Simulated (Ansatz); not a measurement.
Breaking the Sn1–H4 bond in CH6OSn (SMILES C[O][SnH3]) (multiplicity 1 held, fragments rigid). Energies count from the point at 1.714 Å.
Geometry at that point (charge 0, multiplicity 1):
```xyz
9

Sn     0.56359    -0.14213     0.07114
O     -1.10912     0.87442    -0.23960
C     -2.34967     0.19759    -0.23043
H      0.67859    -1.33287    -1.15660
H      1.77658     1.04855    -0.02641
H      0.44543    -0.86791     1.61959
H     -2.55890    -0.28012     0.73609
H     -2.41219    -0.57269    -1.01076
H     -3.13790     0.93060    -0.41939
```

Signs of static correlation in def2-TZVPP, with CASSCF(2,2), from Ansatz (a quantum-chemistry and plane-wave program) runs.

```json
[
 {"R (Å)": "1.371", "T1 of restricted CCSD": "0.012", "largest double amplitude of restricted CCSD": "0.022", "CASSCF natural occupations": "1.99 0.01"},
 {"R (Å)": "1.543", "T1 of restricted CCSD": "0.012", "largest double amplitude of restricted CCSD": "0.022", "CASSCF natural occupations": "1.98 0.02"},
 {"R (Å)": "1.714", "T1 of restricted CCSD": "0.012", "largest double amplitude of restricted CCSD": "0.026", "CASSCF natural occupations": "1.97 0.03"},
 {"R (Å)": "1.886", "T1 of restricted CCSD": "0.012", "largest double amplitude of restricted CCSD": "0.027", "CASSCF natural occupations": "1.96 0.04"},
 {"R (Å)": "2.057", "T1 of restricted CCSD": "0.013", "largest double amplitude of restricted CCSD": "(withheld)", "CASSCF natural occupations": "1.95 0.05"},
 {"R (Å)": "2.314", "T1 of restricted CCSD": "0.014", "largest double amplitude of restricted CCSD": "0.127", "CASSCF natural occupations": "1.91 0.09"},
 {"R (Å)": "2.571", "T1 of restricted CCSD": "0.016", "largest double amplitude of restricted CCSD": "0.190", "CASSCF natural occupations": "1.85 0.15"},
 {"R (Å)": "3.000", "T1 of restricted CCSD": "0.024", "largest double amplitude of restricted CCSD": "0.311", "CASSCF natural occupations": "1.70 0.30"},
 {"R (Å)": "3.428", "T1 of restricted CCSD": "0.037", "largest double amplitude of restricted CCSD": "0.458", "CASSCF natural occupations": "1.49 0.51"},
 {"R (Å)": "3.943", "T1 of restricted CCSD": "0.054", "largest double amplitude of restricted CCSD": "(withheld)", "CASSCF natural occupations": "1.28 0.72"},
 {"R (Å)": "4.628", "T1 of restricted CCSD": "0.068", "largest double amplitude of restricted CCSD": "0.822", "CASSCF natural occupations": "1.12 0.88"},
 {"R (Å)": "5.485", "T1 of restricted CCSD": "0.072", "largest double amplitude of restricted CCSD": "0.927", "CASSCF natural occupations": "1.04 0.96"}
]
```

Q: Fill in the missing entries.

A: 
- 2.057, largest double amplitude of restricted CCSD: 0.066
- 3.943, largest double amplitude of restricted CCSD: 0.641

Doubts at one or more of the structures used: a restricted determinant that unrestricted orbitals would lower (R-CCSD(T)/def2-TZVPP); other coupled-cluster roots lie near (R-CCSD(T)/def2-TZVPP); T1 above 0.05 (R-CCSD(T)/def2-TZVPP).
